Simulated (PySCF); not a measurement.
# Hartree-Fock beside MP2: BCH4N

Calculated results; nothing here was measured. The program is PySCF 2.14.0, an open-source quantum chemistry code, run on an isolated molecule that a program drew, which may never have been made. The molecule is BCH4N (charge 0, singlet), drawn as the SMILES string `CB=N`.

The geometry was optimised and harmonic frequencies were computed with HF and MP2, all in the cc-pVDZ basis, for the commonest isotopes, with a restricted reference for singlets and an unrestricted one otherwise, and a frozen core in MP2. Each result is a local minimum of its method.

Geometry at the HF minimum:
```xyz
7
BCH4N, angstrom
C    -2.4749    0.9336   -0.9897
B    -3.0845   -0.4082   -0.5058
N    -3.5677   -1.4719   -0.1222
H    -3.0836    1.3673   -1.7856
H    -2.4232    1.6506   -0.1681
H    -1.4651    0.7801   -1.3751
H    -3.9543   -2.3229    0.1847
```

Lengths of the bonds as drawn, in Å (atoms numbered as above):
```
 bond     HF    MP2
C1-B2  1.551  1.555
B2-N3  1.230  1.256
C1-H4  1.092  1.102
C1-H5  1.092  1.102
C1-H6  1.092  1.102
N3-H7  0.984  1.000
```

Rotational constants, in GHz:
| constant | HF | MP2 |
|---|---|---|
| A | 160.1 | 157.5 |
| B | 7.512 | 7.351 |
| C | 7.512 | 7.351 |

Harmonic frequencies in cm^-1, each column in rising order, so a row needn't be the same motion in every method:
```
rank    HF   MP2
   1   362   303
   2   362   303
   3   483   426
   4   483   426
   5   849   824
   6   982   909
   7   982   909
   8  1440  1330
   9  1558  1462
  10  1558  1462
  11  2124     ?
  12  3190  3102
  13  3271  3202
  14  3271  3202
  15  4101  3893
```

**Estimate the missing MP2 frequency from the HF column.**

A single factor s that minimises the squared misfit of MP2 against s times HF over the other rows is sum(HF x MP2) / sum(HF^2) = 0.9607, with an rms misfit of 43 cm^-1. For rank 11 it gives 0.9607 x 2124 = 2041 cm^-1. The calculation gives 1979 cm^-1, 62 cm^-1 below the estimate. The drawn bonds are on average 1.1 % longer in MP2 than in HF.
